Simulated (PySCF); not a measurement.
Deuteron quadrupole couplings in `CCCC#CC#CBOC`

C₈H₁₁BO.
Structure used (PBE0-D3(BJ)/def2-SVP), in Å, numbered top down from 1:
```xyz
21
C8H11BO angstrom
C     -4.941   -0.101    1.215
C     -3.428   -0.187    1.107
C     -2.894    0.509   -0.150
C     -1.453    0.420   -0.306
C     -0.240    0.340   -0.414
C      1.118    0.253   -0.543
C      2.338    0.173   -0.649
B      3.847    0.112   -0.858
O      4.628   -0.407    0.106
C      6.023   -0.504   -0.018
H     -5.303   -0.578    2.137
H     -5.283    0.947    1.226
H     -5.434   -0.600    0.365
H     -2.955    0.266    1.993
H     -3.105   -1.241    1.094
H     -3.378    0.083   -1.047
H     -3.182    1.576   -0.135
H      4.342    0.528   -1.886
H      6.322   -1.561    0.058
H      6.500    0.049    0.805
H      6.376   -0.097   -0.980
```

Level: PBE0/pcSseg-1 (PySCF, non-relativistic); Q(2H) = 0.00286 b; rigid geometry, the same for H and D, with no vibrational averaging.

Task: Rank these positions by the coupling χzz of a deuteron there, largest first.
A. H13 (methyl hydrogen)
B. H20 (methyl hydrogen)
C. H21 (methyl hydrogen)
D. H18 (B–H hydrogen)

Result: A (195 kHz), B (190 kHz), C (186 kHz), D (129 kHz).

Task: What are Vzz, η and χzz (234.96 MHz × Q × Vzz) at all hydrogens?

Result: 
```json
{"atom": "H11", "bonded to": "C1", "bond length (Å)": "1.100", "Vzz (au)": "0.2933", "η": "0.02", "χzz (kHz)": "197"}
{"atom": "H12", "bonded to": "C1", "bond length (Å)": "1.102", "Vzz (au)": "0.2892", "η": "0.03", "χzz (kHz)": "194"}
{"atom": "H13", "bonded to": "C1", "bond length (Å)": "1.102", "Vzz (au)": "0.2896", "η": "0.03", "χzz (kHz)": "195"}
{"atom": "H14", "bonded to": "C2", "bond length (Å)": "1.102", "Vzz (au)": "0.2837", "η": "0.03", "χzz (kHz)": "191"}
{"atom": "H15", "bonded to": "C2", "bond length (Å)": "1.102", "Vzz (au)": "0.2835", "η": "0.03", "χzz (kHz)": "191"}
{"atom": "H16", "bonded to": "C3", "bond length (Å)": "1.105", "Vzz (au)": "0.2791", "η": "0.03", "χzz (kHz)": "188"}
{"atom": "H17", "bonded to": "C3", "bond length (Å)": "1.105", "Vzz (au)": "0.2789", "η": "0.03", "χzz (kHz)": "187"}
{"atom": "H18", "bonded to": "B8", "bond length (Å)": "1.215", "Vzz (au)": "0.1921", "η": "0.01", "χzz (kHz)": "129"}
{"atom": "H19", "bonded to": "C10", "bond length (Å)": "1.101", "Vzz (au)": "0.2823", "η": "0.08", "χzz (kHz)": "190"}
{"atom": "H20", "bonded to": "C10", "bond length (Å)": "1.101", "Vzz (au)": "0.2825", "η": "0.08", "χzz (kHz)": "190"}
{"atom": "H21", "bonded to": "C10", "bond length (Å)": "1.102", "Vzz (au)": "0.2763", "η": "0.10", "χzz (kHz)": "186"}
```

Task: Average by the element that carries the hydrogen.

Result: on C: 191 kHz over 10 positions, mean bond length 1.102 Å; on B: 129 kHz over 1 position, mean bond length 1.215 Å.

Task: Give the 2H NMR doublet splittings at H15 for a magnetic field along the z, y and x axes of the gradient: 3χ/2, 3χ(1 + η)/4, 3χ(1 − η)/4.

Result: With |χ| = 190.5 kHz and η = 0.033: 286, 148 and 138 kHz, to first order and without motion.

One conformer (not necessarily the lowest) at the PBE0-D3(BJ)/def2-SVP geometry, without solvent, vibrations or thermal averaging. The basis is small and wasn't made for field gradients, so the couplings can be 20 % off.

These values come from a run that also computed NMR shieldings. Time: 55 s wall (grids of density and orbitals included); peak memory 1.2 GiB. Hardware: Arm Neoverse V1, one thread, shared host.
